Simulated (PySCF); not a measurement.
Fill in the blanks.

Species: C6H6N2.
Atom-mapped SMILES: `[N:1]#[C:2][CH2:3]/[CH:4]=[CH:5]/[CH2:6][C:7]#[N:8]` (hydrogens: H9, H10 on C3; H11 on C4; H12 on C5; H13, H14 on C6)

Conformer (atom-mapped SMILES and torsion angles): `[N:1]#[C:2][CH2:3]/[CH:4]=[CH:5]/[CH2:6][C:7]#[N:8]`: C2–C3–C4–C5 -119°, C4–C5–C6–C7 120°.

| property | level | value |
| --- | --- | --- |
| point group | PBE0-D3(BJ)/def2-SVP | Ci |
| rotational constants A, B, C | PBE0-D3(BJ)/def2-SVP | 10.344, 0.682, 0.657 GHz |
| dipole moment | PBE0/def2-SVPD | 0.00 D |
| HOMO energy | PBE0/def2-SVPD | ? |
| LUMO energy | PBE0/def2-SVPD | -1.02 eV |
| lowest singlet excitation | TDDFT PBE0/def2-SVPD | 7.08 eV (175 nm, f = 0.399) |
| lowest triplet excitation (Tamm–Dancoff) | TDA PBE0/def2-SVPD | 4.31 eV |
| static isotropic polarisability | PBE0/def2-SVPD | 79.4 au |
| vertical ionisation energy | ΔSCF PBE0/def2-SVPD | 10.56 eV |
| electronic spatial extent ⟨r²⟩ about the centre of nuclear charge | PBE0/def2-SVPD | ? |
| 13C chemical shifts (computed TMS as zero) by class | GIAO PBE0/pcSseg-1 | 134.7 (C4/C5), 120.7 (C2/C7), 23.1 (C3/C6) ppm |
| 1H chemical shifts (computed TMS as zero) by class | GIAO PBE0/pcSseg-1 | ? |
| isotropic shieldings of nuclei other than C and H, by class | GIAO PBE0/pcSseg-1 | ? |
| largest of the computed one-bond spin–spin couplings (means over like bonds) | B3LYP/pcJ-1, spin–dipole term left out for some pairs | 13C–1H +168.2 (C4–H11 and 1 like it), 13C–1H +140.3 (C3–H9 and 3 like it), 13C–13C +81.3 (C4–C5), 13C–13C +67.1 (C2–C3 and 1 like it), 13C–13C +46.8 (C3–C4 and 1 like it), 15N–13C -18.1 (N1–C2 and 1 like it) Hz |
| core binding energies | ΔSCF SCAN, pcX-2 on the ionised atom, pcseg-1 elsewhere, spin-free X2C | C1s 291.6 (C4/C5), C1s 292.6 (C2/C7), C1s 292.9 (C3/C6), N1s 405.3 (N1/N8) eV |

Electronic properties: PySCF, gas phase, density fitting. One conformer (not necessarily the lowest) at the PBE0-D3(BJ)/def2-SVP geometry, without solvent or vibrations. NMR classes are plain means over equivalent atoms (diastereotopic ones count apart unless rotation or inversion swaps them), as if these changed places fast; in this geometry the members of some classes differ.

Task: What are the 1H chemical shifts (computed TMS as zero) by class?

Result: 5.71 (H11/H12), 2.85 (H9/H10/H13/H14) ppm.

Task: What is the electronic spatial extent ⟨r²⟩ about the centre of nuclear charge?

Result: 1573 bohr².

Task: What is the HOMO energy?

Result: -8.60 eV.

Task: Give the isotropic shieldings of nuclei other than C and H, by class.

Result: -42 (N1/N8) ppm.

The principal polarisabilities are 59.8, 65.1 and 113.3 au; their mean is the isotropic value. The rotational constants make it an asymmetric top with κ = (2B − A − C)/(A − C) = -0.99, nearer the prolate limit (−1). The largest Löwdin shares of the HOMO are 0.35 on C4, 0.35 on C5, 0.06 on C6 and 0.06 on C3.
